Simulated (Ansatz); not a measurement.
Born–Oppenheimer molecular dynamics of C2H6BCl (10 atoms, charge 0, multiplicity 1). It starts from a relaxed structure.

Theory: Ansatz, RKS BHLYP/6-31G.

| Quantity | Value |
| --- | --- |
| ensemble | NVT, Langevin thermostat |
| time step | 0.25 fs |
| steps asked | 250 |
| set temperature | 1000 K |
| friction | 0.001 /fs |
| seed | 615661 |

First frame:

```xyz
10
Properties=species:S:1:pos:R:3
B -0.062 -0.006 0.030
C -0.001 0.026 1.584
H -0.979 -0.088 2.043
H 0.665 -0.741 1.976
H 0.415 0.980 1.914
Cl 1.544 -0.066 -0.855
C -1.361 -0.006 -0.822
H -1.797 -1.008 -0.784
H -2.108 0.663 -0.395
H -1.210 0.246 -1.866
```

**Question.** What does the run give?

**Answer.** The run went to its last step.

- steps done: 250
- time covered: 62.5 fs
- mean temperature over the second half: 658 K
- spread of the potential energy over the second half: 9.4 meV per atom
- mean potential energy of the second half above the start: 37.3 meV per atom

The mean temperature of the second half is 34 % below the set value. A run of 0.062 ps of so small a system gives no equilibrium averages. Limits of this set-up: no polarisation functions.

**Question.** What happens to the structure?

**Answer.** The same pairs are bonded in the first frame and the last. Pairs count as bonded within 1.25 times the sum of covalent radii (0.12 Å more for H–H). The details hang on the random start.

**Question.** How do temperature and energy run in time?

**Answer.** 
```
time (fs)  T (K)  potential energy less start (eV)
        0    900                             0.000
        3    703                             0.265
        6    642                             0.340
        9    587                             0.390
       12    589                             0.427
       15    492                             0.507
       18    391                             0.619
       21    572                             0.411
       24    454                             0.605
       27    465                             0.580
       30    473                             0.563
       33    614                             0.378
       36    590                             0.460
       39    536                             0.523
       42    718                             0.296
       45    708                             0.300
       48    737                             0.294
       51    690                             0.378
       54    801                             0.213
       57    654                             0.369
       60    614                             0.429
```

The run took 8.5 min on 1 thread of AMD EPYC 7R43 64-Core Processor (Zen 3), on a shared host, peak memory 0.13 GiB.
